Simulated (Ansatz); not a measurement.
C6H20Al2N2 (`C[N+]1(C)[Al@H-]([CH3])[N+](C)(C)[Al@@H-]1[CH3]`), 30 atoms. Total charge 0; spin multiplicity 1. Hardware: A = 4 threads of an AMD EPYC 7R13 on a shared host and a share of an NVIDIA H100 80 GB; B = 4 threads of an AMD EPYC 7R13 on a shared host. Correlated methods freeze the cores.

Give the basis size and wall time and peak host memory of each of these runs in Ansatz. RHF-CCSD(T)/def2-TZVPP energy [A]; RHF-MP2/def2-QZVPP energy [A]; direct RPA on PBE orbitals/def2-TZVPP energy [A]; RKS ωB97M-V/def2-TZVPP energy and forces [A]; RKS PBE0-D4/def2-TZVP relaxation (12 steps) [A]; RKS PBE0-D4/def2-SVP energy [B]; RHF-CCSD(T)/def2-SVP energy [A]; RKS ωB97X-V/def2-TZVPP energy [A]; RKS BHLYP-D4/def2-TZVPP energy [A]; RKS PBE-QIDH (frozen core)/def2-TZVPP energy [A]; RKS ωB97M-V/def2-QZVPP energy [A]; RKS ωB97M-V/def2-SVP energy [B]. (Best estimate.)

The calculation gave: Other jobs shared the machine, so times are rough.

| level | job | functions | wall time | peak host memory (GiB) |
| --- | --- | --- | --- | --- |
| RKS BHLYP-D4/def2-TZVPP | energy [A] | 612 | 4.7 s | 1.9 |
| RKS PBE-QIDH (frozen core)/def2-TZVPP | energy [A] | 612 | 6 s | 4 |
| RKS ωB97X-V/def2-TZVPP | energy [A] | 612 | 7 s | 1.9 |
| RKS ωB97M-V/def2-TZVPP | energy and forces [A] | 612 | 8 s | 1.9 |
| RHF-CCSD(T)/def2-SVP | energy [A] | 248 | 8 s | 1.9 |
| RKS PBE0-D4/def2-SVP | energy [B] | 248 | 8 s | 1.9 |
| direct RPA on PBE orbitals/def2-TZVPP | energy [A] | 612 | 14 s | 4 |
| RKS ωB97M-V/def2-SVP | energy [B] | 248 | 20 s | 1.9 |
| RKS ωB97M-V/def2-QZVPP | energy [A] | 1196 | 29 s | 2 |
| RHF-MP2/def2-QZVPP | energy [A] | 1196 | 31 s | 20 |
| RKS PBE0-D4/def2-TZVP | relaxation (12 steps) [A] | 442 | 75 s | 1.3 |
| RHF-CCSD(T)/def2-TZVPP | energy [A] | 612 | 5.9 min | 3.8 |
